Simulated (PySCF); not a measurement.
## Excitation energy of Sn²⁺ by level of theory

Sn²⁺ [Kr] 4d10 5s2 (1S) → Sn²⁺ [Kr] 4d10 5s1 5d1 (3D), as a difference of total energies. All numbers are calculated (PySCF 2.14, a scalar-relativistic core potential, in aug-cc-pVTZ-PP with one added diffuse shell each of d, f type with ECP28MDF (6s5p5d3f, 67 functions)). Correlated levels: valence: 4s2 4p6 4d10 frozen. The calculations carry no spin-orbit coupling.

```
           method  excitation energy (cm⁻¹)
              UHF                    129250
    MP2 (valence)                    133590
SCS-MP2 (valence)                    135400
   CCSD (valence)                    134910
```

The promoted electron is Rydberg-like, and one or two diffuse shells describe it only roughly, which tends to raise the upper state.

With two correlated electrons CCSD is exact in that space.
